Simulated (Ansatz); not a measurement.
Compare A (`[CH3][Ge]([OH])([F])[Cl]`) with its isomer B (`C[O][GeH]([F])[Cl]`).

Program: Ansatz. Geometries: PBE0-D4/def2-TZVP. ΔE: electronic, gas phase. CCSD(T)/CBS is the MP2 limit (def2-TZVPP, def2-QZVPP) plus CCSD(T) − MP2 in def2-TZVPP, frozen cores. DFT in def2-TZVPP. For Ge outer-core shells are correlated without core-valence functions, which leaves a few kJ/mol of doubt a bond. Scalar relativity is left out up to krypton. Each species was taken in one conformer, which may not be the lowest.

**Question.** Which is lower in electronic energy at CCSD(T)/CBS, and by how much? (Best estimate.)

**Answer.** The calculation gave: A, by 117.4 kJ/mol.

**Question.** Give E(B) − E(A) in kJ/mol with BLYP-D4, HF/def2-TZVPP, LDA (SPW92), MP2/def2-TZVPP, r2SCAN-D4, ωB97M-V, B2PLYP. (An estimate is asked.)

**Answer.** Computed: BLYP-D4 105.9, HF/def2-TZVPP 102.0, LDA (SPW92) 110.6, MP2/def2-TZVPP 122.1, r2SCAN-D4 114.3, ωB97M-V 114.0, B2PLYP 111.9. None reverses the order clearly.

**Question.** Does the order hold for the free energy at 298.15 K (harmonic terms from PBE0-D4)? (An estimate is asked.)

**Answer.** Ansatz gave: Yes: G(B) − G(A) = +114.9 kJ/mol, for one conformer each. Modes under 60 cm⁻¹, often nearly free rotors, make the harmonic entropy too high.

Largest T1 diagnostic: 0.012.

In def2-TZVPP, CCSD(T) changes the Hartree–Fock value by +12.9 kJ/mol (the triples alone add +0.7 kJ/mol) and MP2 by +20.1 kJ/mol. Leaving LDA and LC-ωPBE aside and taking each functional with its dispersion term where it has one, the values, not all of them listed here, spread over 11.4 kJ/mol, from BLYP-D4 to PBE-QIDH.
